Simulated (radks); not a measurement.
Values are calculated unless marked as measured or tabulated.
Task: The mean radii <r> (bohr) of the occupied orbitals of an atom or ion are listed with their occupations. Level of theory: scalar-relativistic Kohn-Sham, r2SCAN, spin-polarised, spherical densities, finite nucleus; meta-GGA in the generalised Kohn-Sham scheme; Fermi nuclear charge, rms radius of each element as measured or else 0.836 A^(1/3) + 0.57 fm (a radial shooting solver on a logarithmic mesh with Libxc functionals).

| orbital | occ. | <r> |
|---|---|---|
| 1s up | 1 | 0.02363 |
| 1s down | 1 | 0.02363 |
| 2s down | 1 | 0.1009 |
| 2s up | 1 | 0.1009 |
| 2p down | 3 | 0.08881 |
| 2p up | 3 | 0.08881 |
| 3s up | 1 | 0.2659 |
| 3s down | 1 | 0.2658 |
| 3p up | 3 | 0.2642 |
| 3p down | 3 | 0.2641 |
| 3d up | 5 | 0.2418 |
| 3d down | 5 | 0.2416 |
| 4s up | 1 | 0.6080 |
| 4s down | 1 | 0.6076 |
| 4p up | 3 | 0.6437 |
| 4p down | 3 | 0.6432 |
| 4d up | 5 | 0.7080 |
| 4d down | 5 | 0.7079 |
| 5s up | 1 | 1.469 |
| 5s down | 1 | 1.496 |
| 5p up | 3 | 1.713 |
| 5p down | 3 | 1.740 |
| 6s up | 1 | 4.007 |
| 4f up | 4 | 1.083 |

Name the element and its charge. Open shells, if any, are filled with parallel spins first.

Result: Z = 60, neodymium, charge +1: Nd+ in [Xe] 4f4 6s1. The 1s radius gives Z: for a bare nucleus <r> = (2 gamma + 1)/(2Z) with gamma = sqrt(1 - (Z/c)^2), 0.02332 bohr for Z = 60, and screening makes it slightly larger (0.02363 here). The occupations add up to 59, and the charge is Z minus that.
